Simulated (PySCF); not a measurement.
A structure optimised at PBE-D3(BJ)/def2-SVP, used in a PySCF frequency run:

```
C
H 1 1.1089
H 1 1.1135 2 106.26
C 1 1.5021 2 109.15 3 117.35
C 4 1.3416 1 125.36 2 3.54
F 5 1.3492 4 122.63 1 -1.09
H 5 1.1027 4 125.07 1 179.31
H 4 1.1031 5 116.09 7 0.66
C 1 1.5355 2 110.22 3 -117.88
H 9 1.1088 1 111.19 2 59.20
H 9 1.1088 10 107.97 1 122.12
H 9 1.1099 10 107.59 11 115.66
```
Charge 0, spin multiplicity 1.

Task: Write its SMILES and formula.

Result: CC/C=C\F, C4H7F

Task: What are its rotational constants (standard atomic weights)?

Result: 11.914, 2.6402, 2.4021 GHz
